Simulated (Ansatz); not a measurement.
Start from `N[Si@@H]1[SiH2][C@H]1F` and change one atom or group to get `N[SiH]1C[SiH2]1`.

Ansatz, PBE0-D4/def2-TZVP geometries, multiplicity 1. Each molecule was computed in one conformer, which needn't be the lowest.

| property | `N[Si@@H]1[SiH2][C@H]1F` |
| --- | --- |
| size of the dipole moment (B3LYP/def2-TZVPP) / D | 3.86 |
| HOMO energy (PBE/def2-TZVPP) / eV | -5.07 |
| size of the dipole moment (ωB97M-V/def2-TZVPP) / D | 3.88 |
| size of the dipole moment (PBE/def2-TZVPP) / D | 3.78 |
| LUMO energy (ωB97M-V/def2-TZVPP) / eV | 0.86 |
| LUMO energy (PBE/def2-TZVPP) / eV | -1.84 |

Problem. What does the change do to each property? (An estimate is asked.)

Solution. Computed: 
```
                                          property  `N[SiH]1C[SiH2]1`  shift
  size of the dipole moment (B3LYP/def2-TZVPP) / D               1.50  -2.36
                 HOMO energy (PBE/def2-TZVPP) / eV              -5.45  -0.38
size of the dipole moment (ωB97M-V/def2-TZVPP) / D               1.52  -2.36
    size of the dipole moment (PBE/def2-TZVPP) / D               1.53  -2.25
             LUMO energy (ωB97M-V/def2-TZVPP) / eV               1.73   0.87
                 LUMO energy (PBE/def2-TZVPP) / eV              -0.81   1.03
```

With PBE0 the HOMO falls by 0.35 eV and the LUMO rises by 1.07 eV, so the gap widens by about 1.42 eV. PBE moves the HOMO by -0.38 eV and ωB97M-V by -0.34 eV. Dipoles are sizes alone; their direction can turn.

B3LYP here is the variant with VWN-RPA as its local correlation; programs differ in this.
